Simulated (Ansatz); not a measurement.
Relaxation of CuAg4⁺ with RKS PBE-D4/def2-SVP.

```sh
$ ansatz run in.yaml --threads 4 --pin off --events-out ev --progress --plain --max-ram 4787MiB
```

```yaml
crystal:
  periodic: [false, false, false]
  atoms:
    - {symbol: Ag, position_ang: [-0.412520, -1.695300, -2.502050]}
    - {symbol: Ag, position_ang: [0.668350, -0.561480, 0.000520]}
    - {symbol: Ag, position_ang: [-1.474410, 0.574670, -1.474530]}
    - {symbol: Ag, position_ang: [-0.589160, 1.229470, 1.827920]}
    - {symbol: Cu, position_ang: [1.807740, 0.452640, 2.148150]}
basis:
  gaussian: {orbitals: def2-SVP}
total_charge: 1
hamiltonian: {xc: pbe, dispersion: d4}
scf: {lower_state_search: "off"}
output: {orbitals: {seedname: orbitals}}
relax: {f_tol: 0.02, max_steps: 100}
```

Run time 29 s (4 threads of INTEL XEON PLATINUM 8581C on a shared host).

Positions (Å) and forces (eV/Å) at steps 1, 2, 4, 5, 6, 7, 8, 10, 12, 13, 14, 15, 16, 17, 18, 19, 21 of 21:

```xyz
5
step=1 energy=-60621.3865 eV
Ag   -0.413   -1.695   -2.502    0.043    0.349    0.409
Ag    0.668   -0.561    0.001   -0.408    0.354   -0.025
Ag   -1.474    0.575   -1.475    0.352   -0.364    0.079
Ag   -0.589    1.229    1.828    0.515   -0.312   -0.156
Cu    1.808    0.453    2.148   -0.502   -0.027   -0.306
5
step=2 energy=-60621.4987 eV
Ag   -0.364   -1.648   -2.385    0.056    0.047    0.116
Ag    0.602   -0.500    0.003    0.069   -0.185   -0.276
Ag   -1.446    0.573   -1.424   -0.017   -0.009   -0.015
Ag   -0.558    1.162    1.730   -0.091    0.170    0.183
Cu    1.767    0.413    2.076   -0.017   -0.022   -0.008
5
step=4 energy=-60621.5239 eV
Ag   -0.289   -1.666   -2.354   -0.007    0.026    0.000
Ag    0.559   -0.430   -0.044   -0.022    0.026    0.026
Ag   -1.519    0.533   -1.508    0.003   -0.047   -0.047
Ag   -0.511    1.239    1.842    0.024    0.007    0.028
Cu    1.761    0.325    2.064    0.001   -0.012   -0.007
5
step=5 energy=-60621.5292 eV
Ag   -0.275   -1.669   -2.357    0.012    0.001   -0.001
Ag    0.533   -0.414   -0.041   -0.032    0.051    0.050
Ag   -1.534    0.516   -1.547   -0.005   -0.023   -0.037
Ag   -0.493    1.255    1.881    0.033   -0.008    0.017
Cu    1.769    0.312    2.064   -0.009   -0.021   -0.028
5
step=6 energy=-60621.5545 eV
Ag   -0.204   -1.685   -2.350    0.063   -0.050    0.015
Ag    0.411   -0.323   -0.025   -0.036    0.092    0.094
Ag   -1.597    0.452   -1.721   -0.021    0.033   -0.005
Ag   -0.413    1.307    2.050    0.067   -0.047   -0.009
Cu    1.804    0.249    2.047   -0.073   -0.027   -0.095
5
step=7 energy=-60621.5844 eV
Ag   -0.113   -1.708   -2.287    0.020    0.026    0.050
Ag    0.265   -0.187   -0.007   -0.041    0.029    0.002
Ag   -1.648    0.402   -1.905    0.040   -0.023    0.011
Ag   -0.329    1.326    2.220    0.067   -0.037    0.001
Cu    1.825    0.167    1.979   -0.085    0.005   -0.064
5
step=8 energy=-60621.5904 eV
Ag   -0.014   -1.713   -2.213   -0.060    0.097    0.042
Ag    0.104   -0.086    0.009    0.018    0.071    0.108
Ag   -1.679    0.351   -2.070    0.110   -0.091    0.042
Ag   -0.243    1.355    2.388    0.175   -0.162   -0.133
Cu    1.831    0.093    1.886   -0.242    0.085   -0.059
5
step=10 energy=-60621.6024 eV
Ag   -0.054   -1.753   -2.102    0.000   -0.017   -0.014
Ag    0.059   -0.011    0.009    0.024   -0.010    0.025
Ag   -1.598    0.381   -2.138   -0.021    0.013   -0.033
Ag   -0.254    1.233    2.444    0.031   -0.008    0.016
Cu    1.847    0.150    1.788   -0.034    0.023    0.006
5
step=12 energy=-60621.6040 eV rejected
Ag   -0.192   -1.858   -2.004   -0.056    0.117    0.016
Ag    0.022   -0.009    0.026   -0.026    0.010   -0.024
Ag   -1.446    0.471   -2.275    0.089   -0.107    0.059
Ag   -0.287    1.048    2.577    0.116   -0.060   -0.087
Cu    1.903    0.348    1.676   -0.123    0.040    0.035
5
step=13 energy=-60621.6056 eV
Ag   -0.138   -1.817   -2.044   -0.019    0.028    0.008
Ag    0.037   -0.012    0.020   -0.011    0.003   -0.010
Ag   -1.506    0.436   -2.220    0.028   -0.025    0.012
Ag   -0.274    1.122    2.524    0.028   -0.022   -0.020
Cu    1.881    0.270    1.721   -0.026    0.016    0.009
5
step=14 energy=-60621.6070 eV
Ag   -0.199   -1.855   -1.996   -0.032    0.062    0.007
Ag    0.028    0.001    0.020   -0.018    0.001   -0.015
Ag   -1.441    0.467   -2.270    0.048   -0.056    0.027
Ag   -0.287    1.037    2.569    0.063   -0.033   -0.042
Cu    1.899    0.350    1.677   -0.061    0.026    0.023
5
step=15 energy=-60621.6082 eV
Ag   -0.234   -1.872   -1.973   -0.029    0.057    0.005
Ag    0.024    0.003    0.021   -0.008   -0.001   -0.016
Ag   -1.404    0.482   -2.290    0.042   -0.052    0.025
Ag   -0.293    0.991    2.584    0.068   -0.027   -0.035
Cu    1.907    0.396    1.658   -0.074    0.023    0.021
5
step=16 energy=-60621.6102 eV
Ag   -0.304   -1.900   -1.936   -0.021    0.047    0.002
Ag    0.023    0.003    0.019    0.006    0.003    0.005
Ag   -1.335    0.506   -2.323    0.029   -0.043    0.016
Ag   -0.299    0.909    2.612    0.069   -0.021   -0.038
Cu    1.915    0.482    1.628   -0.083    0.015    0.015
5
step=17 energy=-60621.6116 eV
Ag   -0.366   -1.921   -1.899   -0.018    0.044   -0.002
Ag    0.018    0.007    0.021    0.013   -0.001   -0.001
Ag   -1.268    0.524   -2.355    0.021   -0.041    0.010
Ag   -0.300    0.831    2.635    0.078   -0.011   -0.029
Cu    1.917    0.559    1.598   -0.094    0.009    0.022
5
step=18 energy=-60621.6126 eV
Ag   -0.404   -1.931   -1.881   -0.011    0.027   -0.001
Ag    0.016    0.007    0.020    0.007    0.004    0.014
Ag   -1.228    0.531   -2.376    0.013   -0.025    0.007
Ag   -0.295    0.788    2.655    0.067   -0.011   -0.041
Cu    1.911    0.605    1.582   -0.077    0.005    0.022
5
step=19 energy=-60621.6136 eV
Ag   -0.455   -1.942   -1.853   -0.007    0.018   -0.003
Ag    0.007    0.009    0.025    0.002   -0.004   -0.017
Ag   -1.170    0.541   -2.402    0.008   -0.018    0.006
Ag   -0.285    0.725    2.671    0.033    0.001   -0.002
Cu    1.902    0.668    1.558   -0.036    0.003    0.016
5
step=21 energy=-60621.6143 eV
Ag   -0.531   -1.955   -1.822   -0.002    0.008   -0.001
Ag    0.008    0.008    0.023    0.002    0.001    0.002
Ag   -1.094    0.549   -2.435    0.003   -0.008    0.003
Ag   -0.269    0.644    2.698    0.014    0.000   -0.009
Cu    1.886    0.756    1.536   -0.016   -0.001    0.005
```

In the def2 sets Ag takes a core potential; there is no spin–orbit coupling. The structure comes from a short search, and lower isomers may exist.
